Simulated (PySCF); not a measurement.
## How methods differ on the interval between two levels of Mg

Mg [Ne] 3s2 → Mg [Ne] 3s1 4s1 [3S1, M_J = 1], as a difference of total energies. Calculation: PySCF 2.14, in x2c-TZVPall-2c with one added diffuse shell each of s, p, d type (6s6p4d, 44 functions); the two-component X2C-1e Hamiltonian. Correlated levels: [Ne] frozen. "Screened" scales the spin-orbit matrix elements by Boettger's factors to mimic the two-electron term; Breit and QED terms are absent.

```
                    method  interval between two levels (cm⁻¹)
 GHF (screened spin-orbit)                               34087
GMP2 (screened spin-orbit)                               38477
```

Errors of the correlated levels include the incompleteness of this basis and the frozen core.

For comparison: 41197 cm⁻¹ (measured; NIST Handbook of Basic Atomic Spectroscopic Data (Sansonetti and Martin, J. Phys. Chem. Ref. Data 34, 1559 (2005))).
